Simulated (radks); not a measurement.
These are the eigenvalues of the occupied orbitals of an atom or ion with whole-number occupations (eV). Calculated with a radial shooting solver on a logarithmic mesh with Libxc functionals: Dirac Kohn-Sham, Wu-Cohen GGA, spin-unpolarised, spherical densities, point nucleus.

| orbital | eigenvalue |
|---|---|
| 1s1/2 | -50092.42 |
| 2s1/2 | -8305.242 |
| 2p1/2 | -7889.007 |
| 2p3/2 | -7193.109 |
| 3s1/2 | -1877.754 |
| 3p1/2 | -1697.321 |
| 3p3/2 | -1554.620 |
| 3d3/2 | -1242.766 |
| 3d5/2 | -1211.685 |
| 4s1/2 | -415.0476 |
| 4p1/2 | -344.7433 |
| 4p3/2 | -312.7683 |
| 4d3/2 | -196.8064 |
| 4d5/2 | -190.9962 |
| 5s1/2 | -91.0290 |
| 5p1/2 | -70.6467 |
| 5p3/2 | -65.6530 |
| 4f5/2 | -53.8491 |

Which element is it, and in what charge state? The configuration may be excited. Open shells, if any, fill j = l - 1/2 first.

Answer. Z = 64, gadolinium, charge +4: Gd4+ in [Xe] 4f6. The list shows which subshells hold electrons but not how many an open one holds; the 1s level, -1840.9 hartree, gives Z - s = 60.7 by -(Z - s)^2/2, which with screening and relativity narrows Z to a few neighbours, and the depths of the outer levels then fix element, charge and occupations together.
